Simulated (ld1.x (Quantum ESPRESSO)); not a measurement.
**Building the ultrasoft potential for Gd (Z = 64) (revPBE, scalar-relativistic).**

The input file (ld1.x (Quantum ESPRESSO) 7.5):

```
&input
   title='Gd', zed=64., rel=1, dft='REVPBE', iswitch=3,
   config='[Xe] 4f7 5d1 6s1.5 6p0.5',
   nld=4, rlderiv=3.85, eminld=-3.0, emaxld=5.0, deld=0.02
 /
 &inputp
   pseudotype=3, tm=.true., lloc=-1, rcloc=3.40,
   nlcc=.true., new_core_ps=.true., rcore=1.40,
   which_augfun='PSQ', rmatch_augfun=1.35,
   file_pseudopw='Gd.UPF', file_wfcaegen='ae.wfc', file_wfcncgen='nc.wfc', file_beta='beta', file_chi='chi', file_wfcusgen='us.wfc'
 /
8
6S  1  0   1.50   0.00  3.15  3.55  0.0
6S  1  0   0.00   0.10  3.15  3.55  0.0
6P  2  1   0.50   0.00  2.85  3.40  0.0
6P  2  1   0.00   1.95  2.85  3.40  0.0
5D  3  2   1.00   0.00  1.85  2.55  0.0
5D  3  2   0.00   2.60  1.85  2.55  0.0
4F  4  3   7.00   0.00  1.30  1.40  0.0
4F  4  3   0.00  -0.25  1.30  1.40  0.0
 &test
   configts(1)='4f7 5d1 6s1.5 6p0.5'
 /
```

Command:

```bash
ld1.x < Gd.in > Gd.out
```

The program printed (shortened: banner, matrices, multipoles, cross overlaps and the repeated all-electron block are left out):

```
[... start of the log left out ...]
     ------------------------ End of All-electron run ------------------------

     --------------------- Generating US pseudopotential ---------------------

      Generating local potential from pseudized AE potential:
      Matching radius rcloc =   3.4000

      Local pseudo, rcloc= 3.374 Estimated cut-off energy=     2.08 Ry

      Computing core charge for nlcc:

       r > 1.41 : true rho core
      Core charge pseudized with two Bessel functions
      Integrated core pseudo-charge :  12.62
      Wfc-us  6S rcutus= 3.547  Estimated cut-off energy=     9.87 Ry
      Wfc-us  6S rcutus= 3.547  Estimated cut-off energy=     4.35 Ry
      Wfc-us  6P rcutus= 3.374  Estimated cut-off energy=     6.10 Ry
      Wfc-us  6P rcutus= 3.374  Estimated cut-off energy=     9.88 Ry
      Wfc-us  5D rcutus= 2.563  Estimated cut-off energy=    17.30 Ry
      Wfc-us  5D rcutus= 2.563  Estimated cut-off energy=    32.44 Ry
      Wfc-us  4F rcutus= 1.407  Estimated cut-off energy=    80.61 Ry
      Wfc-us  4F rcutus= 1.407  Estimated cut-off energy=    87.51 Ry

     Q pseudized with Bessel functions
     Expected ecutrho=     328.5944 due to l1=  3   l2=  3

       Warning: n=1, l=0 expected 0 nodes, found 1
       Setting wfc to zero for this iteration
       (This warning will only be printed once per wavefunction)

 %%%%%%%%%%%%%%%%%%%%%%%%%%%%%%%%%%%%%%%%%%%%%%%%%%%%%%%%%%%%%%%%%%%%%%%%%%%%%%
     Error in routine chargeps (1):
     negative rho
 %%%%%%%%%%%%%%%%%%%%%%%%%%%%%%%%%%%%%%%%%%%%%%%%%%%%%%%%%%%%%%%%%%%%%%%%%%%%%%

     stopping ...
```

The run stopped because the pseudo-density turned negative during the self-consistent test, most likely because a state had been found with a wrong node count and its wave set to zero before.

The run took about 0.23 s on one core of a shared server CPU.
